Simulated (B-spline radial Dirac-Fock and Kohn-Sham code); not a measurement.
Level of theory: configuration-average Dirac-Fock orbitals; a B-spline atomic structure program.

Q: This computed X-ray form factor belongs to an atom or ion in its tabulated ground configuration. Which?

```csv
sin θ/λ (Å⁻¹),f₀
0.15,62.987
0.35,55.451
0.6,43.635
0.9,31.977
1,28.971
1.2,24.123
1.4,20.595
3,10.000
4,6.625
```

A: Hg¹⁵⁺, with 65 electrons in [Kr] 4d10 4f14 5s2 5p3. f₀ tends to the number of electrons as s goes to zero, which the first rows give only roughly, and the rate of fall reflects the nuclear charge, 80.
